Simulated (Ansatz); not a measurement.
`SB[SiH2][SeH]` and `NB[SiH2][SeH]` differ in one atom or group.

Ansatz, PBE0-D4/def2-TZVP geometries, multiplicity 1. Each molecule was computed in one conformer, which needn't be the lowest.

Scalar relativity is left out up to krypton.

| property | `SB[SiH2][SeH]` |
| --- | --- |
| size of the dipole moment (B3LYP/def2-TZVPP) / D | 2.13 |
| HOMO–LUMO gap (PBE/def2-TZVPP) / eV | 2.90 |
| HOMO–LUMO gap (B3LYP/def2-TZVPP) / eV | 4.53 |
| LUMO energy (B3LYP/def2-TZVPP) / eV | -2.10 |
| HOMO energy (PBE0/def2-TZVPP) / eV | -6.87 |
| size of the dipole moment (ωB97M-V/def2-TZVPP) / D | 2.19 |

(1) What does the change do to each property? (Estimate.)

Answers

(1) The calculation gave: 
```
                                          property  `NB[SiH2][SeH]`  shift
  size of the dipole moment (B3LYP/def2-TZVPP) / D             3.41   1.28
               HOMO–LUMO gap (PBE/def2-TZVPP) / eV             3.67   0.77
             HOMO–LUMO gap (B3LYP/def2-TZVPP) / eV             5.27   0.74
               LUMO energy (B3LYP/def2-TZVPP) / eV            -1.16   0.94
                HOMO energy (PBE0/def2-TZVPP) / eV            -6.66   0.21
size of the dipole moment (ωB97M-V/def2-TZVPP) / D             3.51   1.32
```

With PBE0 the HOMO rises by 0.21 eV and the LUMO rises by 0.96 eV, so the gap widens by about 0.75 eV. PBE moves the HOMO by 0.21 eV and ωB97M-V by 0.23 eV. Dipoles are sizes alone; their direction can turn.

B3LYP here is the variant with VWN-RPA as its local correlation; programs differ in this.

Spin–orbit coupling is left out; it splits and shifts lone-pair levels of the heavy atoms by tenths of an eV.
